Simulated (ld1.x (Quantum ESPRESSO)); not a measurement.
# Configuration tests for tellurium (Te) (TM)

ld1.x (Quantum ESPRESSO) 7.5 input, shortened:

```
&input
   title='Te', zed=52., rel=2, dft='PZ', iswitch=3,
   config='[Kr] 4d10 5s1.75 5p4.25 5d-2', rel_dist='average'
 /
 &inputp
   pseudotype=2, tm=.true., lloc=2,
   nlcc=.true., rcore=1.20
 /
3
5S  1  0   1.75   0.00  1.75  1.75  0.0
5P  2  1   4.25   0.00  2.10  2.10  0.0
5D  3  2  -2.00   0.15  2.30  2.30  0.0
 &test
   configts(1)='5s1.75 5p4.25'
 /
```

Open shells are filled in proportion to 2j + 1 (rel_dist='average').

Energies are relative to the spin-unpolarised reference configuration 5s1.75 5p4.25; without spin polarisation the order of configurations can differ from experiment. The d channel is local and has no spin–orbit splitting in the pseudo-atom.

| valence configuration | charge | ΔE all-electron (eV) | error AE − PS (meV) |
| --- | --- | --- | --- |
| 5s2 5p4 | 0 | -2.309 | -1.0 |
| 5s2 5p3 | +1 | 7.629 | -9.5 |
| 5s2 5p2 | +2 | 25.828 | -59 |
| 5s2 5p4.3 | -0.3 | -3.831 | -3.1 |
| 5s0 5p6 | 0 | 16.530 | -54 |
| 5s2 5p3.5 | +0.5 | 1.687 | -1.3 |

What are ΔE and the potential's error for 5s2 5p1?

ΔE = 53.091 eV all-electron; the error (AE − PS) is -159 meV.

Note: ghost states, extra bound levels that the all-electron valence spectrum of the same l lacks: s at -390.6 eV, p3/2 at -119.2 eV, p1/2 at -102.8 eV. A true bound ghost makes a file unfit for plane-wave use.
